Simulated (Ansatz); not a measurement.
`C=CC1=C(C=C)CC1`, relaxed with RKS PBE0-D4/def2-TZVP in Ansatz 0.2.0 from a PBE-D4/def2-SVP geometry. The force threshold is 0.005 eV/Å; the program also tests the step.

Charge 0, multiplicity 1.

Start:

```xyz
18

C    -0.787   -1.257    2.767
C    -0.999   -0.511    1.655
C    -0.030   -0.339    0.602
C    -0.014    0.353   -0.594
C    -0.958    1.191   -1.289
C    -0.713    1.781   -2.485
C     1.398   -0.092   -0.939
C     1.379   -0.876    0.418
H     0.168   -1.784    2.925
H    -1.555   -1.362    3.548
H    -1.967    0.006    1.527
H    -1.935    1.350   -0.798
H     0.251    1.642   -3.001
H    -1.463    2.415   -2.982
H     1.491   -0.725   -1.847
H     2.152    0.721   -1.002
H     2.122   -0.534    1.170
H     1.461   -1.980    0.325
```

Q: How much energy does the relaxation release, and in how many steps? (Estimate.)

A: Computed: 0.10 eV, in 4 steps.

Q: Which bonds change most? (An estimate is asked.)

A: Ansatz gave: C3–C4 from 1.381 to 1.357 Å; C5–C6 from 1.356 to 1.335 Å; C1–C2 from 1.356 to 1.335 Å; C7–H15 from 1.111 to 1.094 Å.

Q: Give the relaxed structure. (An estimate is asked.)

A: The calculation gave: 
```xyz
18

C    -0.783   -1.237    2.730
C    -0.995   -0.501    1.636
C    -0.026   -0.333    0.590
C    -0.010    0.346   -0.584
C    -0.954    1.180   -1.271
C    -0.711    1.758   -2.450
C     1.391   -0.092   -0.933
C     1.372   -0.871    0.415
H     0.156   -1.757    2.884
H    -1.538   -1.342    3.499
H    -1.947    0.007    1.511
H    -1.915    1.337   -0.788
H     0.238    1.620   -2.957
H    -1.448    2.382   -2.940
H     1.481   -0.718   -1.825
H     2.134    0.709   -0.991
H     2.104   -0.530    1.153
H     1.451   -1.957    0.319
```
